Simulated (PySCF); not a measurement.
ITl, charge +1, doublet, geometry from GFN2-xTB (such geometries of metal compounds can be far from the true shape) (a state made from the parent by changing its charge; the spin is typed, not shown lowest) (core potentials on I, Tl); CASSCF(7,5)/def2-SVP run with PySCF.

Here is a job for PySCF.
```python
from pyscf import gto, scf, mcscf
import numpy

mol = gto.Mole()
mol.atom = '''
    Tl   -0.000000   -0.000000   -1.397280
    I     0.000000    0.000000    2.135466
'''
mol.basis = 'def2-svp'
mol.ecp = {'I': 'def2-svp', 'Tl': 'def2-svp'}
mol.charge = 1
mol.spin = 1
mol.verbose = 4
mol.build()

mf = scf.ROHF(mol)
mf.kernel()
mc = mcscf.CASSCF(mf, 5, 7)
mc.fix_spin_(ss=0.75)
mc.kernel()
occ = numpy.linalg.eigvalsh(mc.fcisolver.make_rdm1(mc.ci, mc.ncas, mc.nelecas))[::-1]
ss = mc.fcisolver.spin_square(mc.ci, mc.ncas, mc.nelecas)[0]
print('natural occupations', occ.round(4), ' <S^2>', round(ss, 4))
```

It wrote (shortened):

```
PySCF version 2.14.0

[INPUT] verbose = 4
[INPUT] num. atoms = 2
[INPUT] num. electrons = 45
[INPUT] charge = 1
[INPUT] spin (= nelec alpha-beta = 2S) = 1
[INPUT] symmetry False subgroup None
[INPUT] Mole.unit = angstrom
[INPUT] Symbol           X                Y                Z      unit          X                Y                Z       unit  Magmom
[INPUT]  1 Tl     0.000000000000   0.000000000000  -1.397280000000 AA    0.000000000000   0.000000000000  -2.640476519332 Bohr   0.0
[INPUT]  2 I      0.000000000000   0.000000000000   2.135466000000 AA    0.000000000000   0.000000000000   4.035445888320 Bohr   0.0

nuclear repulsion = 78.6408181434499
number of shells = 20
number of NR pGTOs = 122
number of NR cGTOs = 52
basis = def2-svp
ecp = {'I': 'def2-svp', 'Tl': 'def2-svp'}

******** <class 'pyscf.scf.rohf.ROHF'> ********
method = ROHF
initial guess = minao
damping factor = 0
level_shift factor = 0
DIIS = <class 'pyscf.scf.diis.CDIIS'>
diis_start_cycle = 1
diis_space = 8
diis_damp = 0
SCF conv_tol = 1e-09
SCF conv_tol_grad = None
SCF max_cycles = 50
direct_scf = True
direct_scf_tol = 1e-13
num. doubly occ = 22  num. singly occ = 1
Set gradient conv threshold to 3.16228e-05
init E= -413.617958267989
  HOMO = -1.27801156622497  LUMO = -0.703541162535917  gap/eV = 15.63214
cycle= 1 E= -466.709286056972  delta_E= -53.1  |g|= 2.25  |ddm|= 9.96
  HOMO = -0.251531295571395  LUMO = -0.145506227635017  gap/eV = 2.88509
cycle= 2 E= -464.178335128001  delta_E= 2.53  |g|= 2.13  |ddm|= 4.19

WARN: HOMO 0.130825290855633 >= LUMO -0.390990159644543

cycle= 3 E= -465.983122592747  delta_E= -1.8  |g|= 1.14  |ddm|= 3.71

WARN: HOMO -0.236920773774711 >= LUMO -0.419190373771815

cycle= 4 E= -467.541904020584  delta_E= -1.56  |g|= 0.588  |ddm|= 2.83
  HOMO = -0.342652035028999  LUMO = -0.232829678008621  gap/eV = 2.98842
cycle= 5 E= -467.975205399064  delta_E= -0.433  |g|= 0.0893  |ddm|= 1.12
  HOMO = -0.403107242834339  LUMO = -0.170110893694097  gap/eV = 6.34015
cycle= 6 E= -467.982432300678  delta_E= -0.00723  |g|= 0.0384  |ddm|= 0.183
  HOMO = -0.407819638645469  LUMO = -0.163354150641894  gap/eV = 6.65224
cycle= 7 E= -467.983381324348  delta_E= -0.000949  |g|= 0.0172  |ddm|= 0.0694
  HOMO = -0.407999041034934  LUMO = -0.161087209475732  gap/eV = 6.71881
cycle= 8 E= -467.983569097925  delta_E= -0.000188  |g|= 0.00856  |ddm|= 0.0208
  HOMO = -0.407220957343246  LUMO = -0.160714709240974  gap/eV = 6.70778
cycle= 9 E= -467.983628149448  delta_E= -5.91e-05  |g|= 0.00166  |ddm|= 0.017
  HOMO = -0.406760257694693  LUMO = -0.1609782291714  gap/eV = 6.68807
cycle= 10 E= -467.983630532463  delta_E= -2.38e-06  |g|= 0.000146  |ddm|= 0.00446
  HOMO = -0.40672577290553  LUMO = -0.161006027404799  gap/eV = 6.68637
cycle= 11 E= -467.983630548  delta_E= -1.55e-08  |g|= 8.1e-05  |ddm|= 0.000424
  HOMO = -0.40672875373945  LUMO = -0.161007265913601  gap/eV = 6.68642
cycle= 12 E= -467.983630552032  delta_E= -4.03e-09  |g|= 1.44e-05  |ddm|= 0.000135
  HOMO = -0.406727088910785  LUMO = -0.161008569097912  gap/eV = 6.68634
cycle= 13 E= -467.983630552178  delta_E= -1.46e-10  |g|= 2.71e-06  |ddm|= 3.55e-05
  HOMO = -0.406727771565929  LUMO = -0.161008491144979  gap/eV = 6.68636
Extra cycle  E= -467.983630552185  delta_E= -6.59e-12  |g|= 1.07e-06  |ddm|= 6.6e-06
converged SCF energy = -467.983630552185

******** <class 'pyscf.mcscf.mc1step.CASSCF'> ********
CAS (4e+3e, 5o), ncore = 19, nvir = 28
max_cycle_macro = 50
max_cycle_micro = 4
conv_tol = 1e-07
conv_tol_grad = None
orbital rotation max_stepsize = 0.02
orbital rotation threshold for CI restart = 0.01
augmented hessian ah_max_cycle = 30
augmented hessian ah_conv_tol = 1e-12
augmented hessian ah_linear dependence = 1e-14
augmented hessian ah_level shift = 1e-08
augmented hessian ah_start_tol = 2.5
augmented hessian ah_start_cycle = 3
augmented hessian ah_grad_trust_region = 3
kf_trust_region = 3
kf_interval = 4
ci_response_space = 4
ci_grad_trust_region = 3
with_dep4 0
natorb = False
canonicalization = True
sorting_mo_energy = False
ao2mo_level = 2
internal_rotation = False
******** <class 'pyscf.fci.addons.SpinPenaltyFCISolver'> ********
max. cycles = 50
conv_tol = 1e-08
davidson only = True
linear dependence = 1e-12
level shift = 0.001
max iter space = 12
nroots = 1
pspace_size = 400
spin = None
CASCI E = -467.987255406155  S^2 = 0.7500000
Set conv_tol_grad to 0.000316228
macro iter   1 ( 21 JK    4 micro), CASSCF E = -467.992880837116  dE = -5.62543096e-03  S^2 = 0.7500000
               |grad[o]|= 0.01  |grad[c]|=0.0158  |ddm|=0.0179  |maxRot[o]|=0.315
macro iter   2 ( 17 JK    4 micro), CASSCF E = -467.994597826613  dE = -1.71698950e-03  S^2 = 0.7500000
               |grad[o]|=0.0112  |grad[c]|=0.0192  |ddm|=0.000957  |maxRot[o]|=0.165
macro iter   3 ( 17 JK    4 micro), CASSCF E = -467.994779308796  dE = -1.81482183e-04  S^2 = 0.7500000
               |grad[o]|=0.00481  |grad[c]|=0.00635  |ddm|=0.00144  |maxRot[o]|=0.104
macro iter   4 (  7 JK    2 micro), CASSCF E = -467.994805706391  dE = -2.63975948e-05  S^2 = 0.7500000
               |grad[o]|=0.00222  |grad[c]|=0.00153  |ddm|=6.93e-05  |maxRot[o]|=0.0695
macro iter   5 (  7 JK    2 micro), CASSCF E = -467.994823958507  dE = -1.82521160e-05  S^2 = 0.7500000
               |grad[o]|=0.00156  |grad[c]|=0.00266  |ddm|=5.43e-05  |maxRot[o]|=0.0699
macro iter   6 (  7 JK    2 micro), CASSCF E = -467.994836290038  dE = -1.23315311e-05  S^2 = 0.7500000
               |grad[o]|=0.00116  |grad[c]|=0.0026  |ddm|=3.12e-05  |maxRot[o]|=0.0699
macro iter   7 (  7 JK    2 micro), CASSCF E = -467.994846631064  dE = -1.03410264e-05  S^2 = 0.7500000
               |grad[o]|=0.000936  |grad[c]|=0.00281  |ddm|=3.64e-05  |maxRot[o]|=0.0699
macro iter   8 (  7 JK    2 micro), CASSCF E = -467.994854800118  dE = -8.16905390e-06  S^2 = 0.7500000
               |grad[o]|=0.000736  |grad[c]|=0.00304  |ddm|=3.68e-05  |maxRot[o]|=0.0699
macro iter   9 (  7 JK    2 micro), CASSCF E = -467.994860895267  dE = -6.09514865e-06  S^2 = 0.7500000
               |grad[o]|=0.000553  |grad[c]|=0.00328  |ddm|=4.27e-05  |maxRot[o]|=0.0699
macro iter  10 (  7 JK    2 micro), CASSCF E = -467.994865031402  dE = -4.13613486e-06  S^2 = 0.7500000
               |grad[o]|=0.000388  |grad[c]|=0.0035  |ddm|=4.9e-05  |maxRot[o]|=0.0699
macro iter  11 (  7 JK    2 micro), CASSCF E = -467.994867465301  dE = -2.43389957e-06  S^2 = 0.7500000
               |grad[o]|=0.00024  |grad[c]|=0.0037  |ddm|=5.34e-05  |maxRot[o]|=0.0699
macro iter  12 (  5 JK    1 micro), CASSCF E = -467.994868446321  dE = -9.81020150e-07  S^2 = 0.7500000
               |grad[o]|=0.000121  |grad[c]|=0.00277  |ddm|=4.96e-05  |maxRot[o]|= 0.06
macro iter  13 (  3 JK    1 micro), CASSCF E = -467.994868590866  dE = -1.44545083e-07  S^2 = 0.7500000
               |grad[o]|=3.54e-05  |grad[c]|=0.000305  |ddm|=2.37e-05  |maxRot[o]|= 0.02
macro iter  14 (  1 JK    1 micro), CASSCF E = -467.994868590900  dE = -3.33670869e-11  S^2 = 0.7500000
               |grad[o]|=1.95e-05  |grad[c]|=4.72e-06  |ddm|=3.59e-06  |maxRot[o]|=    0
1-step CASSCF converged in  14 macro (120 JK  31 micro) steps
CASSCF canonicalization
Density matrix diagonal elements [1.9727155  1.99606063 1.99999147 1.00015429 0.03107811]
CASSCF energy = -467.994868590900
CASCI E = -467.994868590900  E(CI) = -10.3286815917779  S^2 = 0.7500000
natural occupations [2.     1.9999 1.9689 1.0002 0.0311]  <S^2> 0.75
```
